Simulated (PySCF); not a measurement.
The scaffold silaethenyl-X carries different groups X. All species are isolated molecules in the gas phase. One relaxed conformer stands for each flexible species; it need not be the lowest. Strings in code marks are SMILES.

Quantity: electronic energy of isomers of C2H6OSi relative to `C=[SiH]OC` (C–Si–O–C torsion 0°), in eV.

Level 1: PBE0-D3(BJ)/def2-TZVP (PySCF)
Level 2: B3LYP/6-31G* // PBE0-D3(BJ)/def2-TZVP (PySCF)
Level 3: B3LYP/LANL2DZ // PBE0-D3(BJ)/def2-TZVP (PySCF)
Level 4: PBE/6-31G* // PBE0-D3(BJ)/def2-TZVP (PySCF)

```json
[
 {"species": "`C=[SiH]CO` (C–Si–C–O torsion -4°, Si–C–O–H torsion -47°)", "level 1": "1.12", "level 2": "1.24", "level 3": "0.79", "level 4": "1.11"}
]
```
